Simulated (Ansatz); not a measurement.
Start from `FC1(F)N[SiH2]1` and change one atom or group to get `OC1(F)N[SiH2]1`.

Ansatz, PBE0-D4/def2-TZVP geometries, multiplicity 1. Each molecule was computed in one conformer, which needn't be the lowest.

```tsv
property	`FC1(F)N[SiH2]1`
HOMO energy (PBE0/def2-TZVPP) / eV	-7.96
HOMO energy (PBE/def2-TZVPP) / eV	-6.59
HOMO energy (B3LYP/def2-TZVPP) / eV	-7.76
size of the dipole moment (ωB97M-V/def2-TZVPP) / D	2.90
LUMO energy (PBE/def2-TZVPP) / eV	-1.67
HOMO energy (ωB97M-V/def2-TZVPP) / eV	-10.20
```

(1) What does the change do to each property? (An estimate is asked.)

Results:

(1) The calculation gave: 
```
                                          property  `OC1(F)N[SiH2]1`  shift
                HOMO energy (PBE0/def2-TZVPP) / eV             -7.32   0.64
                 HOMO energy (PBE/def2-TZVPP) / eV             -6.01   0.58
               HOMO energy (B3LYP/def2-TZVPP) / eV             -7.11   0.65
size of the dipole moment (ωB97M-V/def2-TZVPP) / D              1.95  -0.95
                 LUMO energy (PBE/def2-TZVPP) / eV             -1.44   0.23
             HOMO energy (ωB97M-V/def2-TZVPP) / eV             -9.57   0.63
```

With PBE0 the HOMO rises by 0.64 eV and the LUMO rises by 0.24 eV, so the gap narrows by about 0.40 eV. PBE moves the HOMO by 0.58 eV and ωB97M-V by 0.63 eV. The zero-point energy changes by 32.1 kJ/mol with +3 modes. Dipoles are sizes alone; their direction can turn.

B3LYP here is the variant with VWN-RPA as its local correlation; programs differ in this.
